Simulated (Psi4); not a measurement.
Pair of molecules, SMILES [SiH4] with SMILES O=CO (the first has 5 atoms); geometry from B3LYP-D3(BJ)/def2-TZVP, rigid monomers moved along the line of their centres of mass till H4···H10 is 2.19 Å.
(charge 0, multiplicity 1):
```json
[
 {"atom": "Si", "x (Å)": "0.1066", "y (Å)": "-0.3192", "z (Å)": "0.6422"},
 {"atom": "H", "x (Å)": "-0.2752", "y (Å)": "-0.5306", "z (Å)": "-0.7743"},
 {"atom": "H", "x (Å)": "0.6862", "y (Å)": "-1.5591", "z (Å)": "1.1923"},
 {"atom": "H", "x (Å)": "-1.1432", "y (Å)": "0.0100", "z (Å)": "1.3802"},
 {"atom": "H", "x (Å)": "1.0449", "y (Å)": "0.8148", "z (Å)": "0.7412"},
 {"atom": "O", "x (Å)": "0.9209", "y (Å)": "0.1985", "z (Å)": "4.0111"},
 {"atom": "C", "x (Å)": "0.0478", "y (Å)": "0.4830", "z (Å)": "4.7830"},
 {"atom": "O", "x (Å)": "-1.2462", "y (Å)": "0.6243", "z (Å)": "4.4704"},
 {"atom": "H", "x (Å)": "0.1961", "y (Å)": "0.6662", "z (Å)": "5.8546"},
 {"atom": "H", "x (Å)": "-1.3453", "y (Å)": "0.4557", "z (Å)": "3.5149"}
]
```

Computed with SAPT0/jun-cc-pV(D+d)Z run with Psi4.

**Question.** Give the four SAPT terms and the total, and say what mostly holds the pair together.

**Answer.** electrostatics -88.7, exchange 99.1, induction -39.5, dispersion -54.4, total -83.6 meV; the largest attraction is electrostatics.
